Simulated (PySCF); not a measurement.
A TDDFT job was run through a driver script with this input:

```
{"job": {"kind": "uv", "xc": "PBE0", "basis": "def2-SVPD", "nstates": 6, "ntriplets": 2}, "charge": 0, "multiplicity": 1}
C     -2.709088     0.835244     0.453578
S     -2.048513    -0.707979     1.158745
C     -0.358395    -0.540718     0.738025
C      0.480286    -1.531434     0.338002
C      1.814182    -1.103407     0.147160
C      1.982982     0.218543     0.409772
O      3.127764     0.919277     0.291670
S      0.500094     0.972438     0.927358
H     -2.242137     1.683167     0.946594
H     -3.776560     0.830115     0.646673
H     -2.518178     0.855238    -0.615357
H      0.147534    -2.539265     0.172166
H      2.611444    -1.738547    -0.188784
H      2.987906     1.846856     0.512406
```

The program printed, after the SCF cycles:

```
converged SCF energy = -1064.7194670364

Static polarisability (au): isotropic 103.158, principal 68.572 103.767 137.136

Singlet excitations
state   eV       nm        f      main configurations
  1   4.0253    308.0   0.00374   H->L 0.72, H->L+1 0.25
  2   4.4450    278.9   0.14310   H->L+1 0.68, H->L 0.23
  3   5.0024    247.8   0.01128   H->L+2 0.87
  4   5.3206    233.0   0.00341   H->L+3 0.89
  5   5.5213    224.6   0.00410   H-2->L 0.45, H-2->L+1 0.23, H-1->L 0.17
  6   5.7509    215.6   0.00168   H->L+4 0.68, H-2->L+1 0.20

Triplet excitations (Tamm-Dancoff, eV): 3.1143 3.8757
```

Theory: PySCF 2.14.0, density-fitted response routines, TDDFT PBE0/def2-SVPD, vertical, gas phase, core orbitals frozen in the response. One conformer (not necessarily the lowest) at the GFN2-xTB geometry, without solvent, vibrations or thermal averaging.

**Question.** Give the mean polarisability in Å³.

**Answer.** 103.16 au × 0.148185 = 15.29 Å³.

**Question.** What is the polarisability anisotropy, √(½[(α1 − α2)² + (α2 − α3)² + (α3 − α1)²])?

**Answer.** 59.39 au.

**Question.** How many basis functions and electrons does this run hold?

**Answer.** 225 basis functions for 76 electrons in 38 doubly occupied orbitals.

**Question.** How much of the mean polarisability do the listed states account for?

**Answer.** The sum over states Σ f/ΔE² (ΔE in hartree) gives 6.09 au, 6% of the total; the rest comes from higher roots of the same response equations.

**Question.** Which orbital energies lie behind H and L?

**Answer.** HOMO -5.76 eV and LUMO -0.57 eV, a gap of 5.19 eV; state 1 differs from that by -1.16 eV.

**Question.** Which species is it?

**Answer.** `c1(ccc(s1)SC)O` (C5H6OS2), point group C1.

H and L stand for HOMO and LUMO.

The run took 68 s wall on Arm Neoverse N1, one thread, no GPU (shared host), and the process peaked at 0.88 GiB of memory.
